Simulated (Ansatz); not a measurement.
```xyz
9

N     0.243    1.071   -0.802
C     0.232   -0.210   -1.111
O     0.126   -1.143   -0.304
Ge    0.392   -1.163    1.760
Cl   -0.735    0.809    2.163
H     0.044    1.349    0.161
H     0.304    1.763   -1.527
H     0.335   -0.448   -2.176
H    -0.941   -2.028    1.837
```

The species carries charge 0 and has multiplicity 1. The bonds changed during the relaxation, so this is another structure than the one it started from.

**Question.** List the PBE0/def2-TZVPP orbital energies in eV (the Gaussian-basis code of Ansatz). (Best estimate.)

**Answer.** Ansatz gave: Occupied: -10859.80, -2766.19, -1357.98, -1207.83, -1207.81, -1207.74, -523.91, -393.30, -282.39, -258.03, -196.29, -196.20, -196.17, -170.66, -120.54, -120.46, -120.25, -33.39, -33.33, -33.16, -33.12, -33.07, -30.83, -27.00, -21.65, -18.99, -17.02, -16.13, -13.94, -13.23, -12.58, -10.00, -9.54, -9.14, -8.41, -8.31, -6.08. Lowest empty: -1.04, -0.07, 0.32, 0.49, 1.80, 2.00, 3.55, 3.76.
